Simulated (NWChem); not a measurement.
System: C₄H₂N₂S; SMILES N#Cc1cscn1

Program: NWChem. Geometry: optimised at PBE-D3(BJ)/def2-SVP. Gas phase, vertical.

B3LYP/def2-SVP, TDA puts singlet state 2 at 5.56 eV with oscillator strength 0.114.

Task: Give the wavelength, the transition dipole and the radiative lifetime of that state in vacuum.

Result: 
1. λ = 1239.84/5.56 = 223 nm, or 44840 cm⁻¹.
2. f = (2/3) ΔE μ² in atomic units, so μ = √(1.5 f/ΔE) = 0.91 a.u. = 2.33 D.
3. τ = 1.499 s cm⁻² / (f ν²) = 6.5 ns, for a non-degenerate state that emits at the vertical energy; a higher state like this one mostly decays faster by other paths.
